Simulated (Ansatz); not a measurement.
`[NH2][GaH2]` + CH₃OH → `C[O][GaH2]` + NH₃ at 600 K and 1 bar (ligand exchange at a Ga–N bond).

Gas-phase electronic energies from Ansatz, PBE0-D4/def2-TZVP geometries. CCSD(T)/CBS is the MP2 limit (def2-TZVPP, def2-QZVPP) plus CCSD(T) − MP2 in def2-TZVPP, frozen cores. This one scheme is used for every species. For Ga outer-core shells are correlated without core-valence functions, which leaves a few kJ/mol of doubt a bond. Scalar relativity is left out up to krypton.

```csv
species,CCSD(T)/CBS energy (Eh),H − E (kJ/mol),S (J/(mol·K))
`[NH2][GaH2]`,-1981.05479,138.9,317.7
CH₃OH,-115.61712,163.6,277.3
`C[O][GaH2]`,-2040.16771,189.7,369.4
NH₃,-56.50880,112.4,219.5
```

H − E and S are ideal-gas, rigid-rotor, harmonic terms from PBE0-D4/def2-TZVP. 1 Eh = 2625.50 kJ/mol, R = 8.31446 J/(mol·K).

Question: By hand: ΔE, ΔH, ΔS and ΔG.

Answer: ΔE = (-2040.16771) + (-56.50880) − (-1981.05479) − (-115.61712) = -0.00460 Eh = -12.1 kJ/mol. Δ(H − E) = 189.7 + 112.4 − 138.9 − 163.6 = -0.4, so ΔH = -12.5 kJ/mol. ΔS = 369.4 + 219.5 − 317.7 − 277.3 = -6.1 J/(mol·K). ΔG = -12.5 − 600 × (-6.1)/1000 = -8.8 kJ/mol.

Question: By hand: the equilibrium constant, and the temperature at which ΔG would vanish if ΔH and ΔS stayed fixed.

Answer: log₁₀ K = −ΔG/(RT ln 10) = 0.8. ΔG = 0 at ΔH/ΔS = 2049 K, though so small a ΔS makes that figure unsure.

The number of gas molecules stays the same, so ΔS is small and ΔH decides. A doubt of 5 kJ/mol in ΔE shifts log₁₀ K by 0.4 here. These are equilibria of isolated gas molecules and say nothing of rates. Largest T1 diagnostic: 0.015 (customary marks: 0.02 for closed shells, 0.045 for open ones).
